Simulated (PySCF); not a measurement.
## TDDFT excited states: C3H9FSi2

Compound: C3H9FSi2.
Bonds: F1–C2, C2–Si3, Si3–C4, C4–Si5, Si5–C6, Si3–C6. Hydrogens: H7, H8 on C2; H9 on Si3; H10, H11 on C4; H12, H13 on Si5; H14, H15 on C6.

Method used: PySCF, TDDFT PBE0/def2-SVPD, vertical, gas phase, core orbitals frozen in the response. Isolated species at its GFN2-xTB geometry (one conformer only). Torsions of this conformer, `[F:1][CH2:2][SiH:3]1[CH2:4][SiH2:5][CH2:6]1`: F1–C2–Si3–C4 -174°.

**Question.** What does the calculation give for the low-lying excited states?

**Answer.** 

```
state  E (eV)  λ (nm)       f   main configurations (H = HOMO, L = LUMO)
   S1    6.25   198.2  0.0002                                  H→L (98%)
   S2    7.03   176.5  0.0018                                H-1→L (97%)
   S3    7.08   175.1  0.0017                   H→L+1 (53%), H→L+2 (35%)
   S4    7.15   173.3  0.0015                   H→L+2 (57%), H→L+1 (37%)
   S5    7.22   171.8   0.022                   H-3→L (55%), H-2→L (31%)
   S6    7.36   168.4   0.220                   H-2→L (61%), H-3→L (29%)
   S7    7.57   163.8  0.0048  H→L+3 (46%), H-1→L+1 (24%), H-1→L+2 (14%)
   S8    7.60   163.1  0.0064                H-2→L+2 (72%), H-2→L+1 (9%)
```

Triplets (Tamm–Dancoff): T1 6.00 eV, H→L (95%); T2 6.50 eV, H-2→L (80%), H-1→L (10%); T3 6.55 eV, H-1→L (85%), H-2→L (9%).

The lowest singlet comes at 198 nm (604 kJ/mol) in the vacuum ultraviolet; it is dark (f under 0.0005); its leading configuration is HOMO→LUMO (98%). The strongest level in the table is S6 at 7.36 eV (168 nm, f = 0.220). Löwdin shares by element: HOMO carbon 33% or more, silicon 28% (atoms not listed hold the other 39%); LUMO silicon 35%, carbon 22% or more (atoms not listed hold the other 43%). Of the 8 states listed, 2 reach f = 0.01 and 1 stays under 0.0005. The listed states span 1.35 eV, and the widest gap between neighbours is 0.77 eV (S1 to S2). Weighted by f, the mean energy of these states is 7.35 eV. Singlets were solved by full linear response, triplets in the Tamm–Dancoff approximation.
